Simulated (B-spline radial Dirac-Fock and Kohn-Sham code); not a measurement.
# The K (1s) hole of osmium ions: width and yield against charge

Method: independent-particle rates on relativistic LDA orbitals of the hole state (multipoles up to L = 3, Coulomb Auger matrix elements, transition energies from Dirac-Fock). Computed with a radial B-spline solver. Tabulated ground configurations, configuration averages; single configurations, so decays that open only by mixing (as 1s 2s² with 1s 2p² in Be-like ions) are missing and such tiny yields are far too low.

```
 ion      configuration  radiative (eV)  non-radiative (eV)  yield
  Os  [Xe] 4f14 5d6 6s2            41.6                1.61  0.963
 Os⁺  [Xe] 4f14 5d6 6s1            41.6                1.61  0.963
Os²⁺      [Xe] 4f14 5d6            41.6                1.61  0.963
Os³⁺      [Xe] 4f14 5d5            41.6                1.61  0.963
Os⁴⁺      [Xe] 4f14 5d4            41.6                1.61  0.963
Os⁵⁺      [Xe] 4f14 5d3            41.6                1.61  0.963
Os⁶⁺      [Xe] 4f14 5d2            41.6                1.61  0.963
Os⁷⁺      [Xe] 4f14 5d1            41.6                1.61  0.963
```
